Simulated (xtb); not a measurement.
Harmonic IR lines of one isomer of C₈H₁₀SSi, unscaled. These are xtb with GFN2-xTB values and carry that method's errors.

wavenumber (cm⁻¹): 252 (w), 530 (w), 549 (w), 586 (w), 776 (m), 786 (vs), 846 (vw), 856 (w), 880 (w), 1080 (w), 1154 (vw), 1648 (w), 2241 (s), 2255 (m), 2266 (m), 2429 (m), 3067 (w), 3077 (w), 3087 (w), 3133 (w)

Say which structure gives these lines.
A. `C=Cc1cc([SiH3])cc(S)c1`
B. `C=C(S)c1cccc([SiH3])c1`
C. `C=Cc1ccc(S)c([SiH3])c1`
D. `C=Cc1cc([SiH3])ccc1S`

B, `C=C(S)c1cccc([SiH3])c1`
